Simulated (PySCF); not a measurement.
**Correlation energy of O+ (oxygen, charge +1)**

[He] 2s1 2p4, high-spin 4P determinant (an excited configuration). All numbers are calculated (PySCF 2.14, scalar relativity by spin-free X2C-1e, in x2c-QZVPPall (7s4p3d2f1g, 57 functions)). Frozen: 1s2; 5 electrons correlated.

| level | correlation energy (mhartree) |
| --- | --- |
| CCSD | -120.70 |
| (T) | -2.38 |
| CCSD(T) | -123.08 |

Diagnostics: T1 = 0.0067, D1 = 0.0159, largest double amplitude 0.067.

Q: Is a single reference adequate?

A: Yes: T1 lies below 0.03 and no double amplitude reaches 0.07.
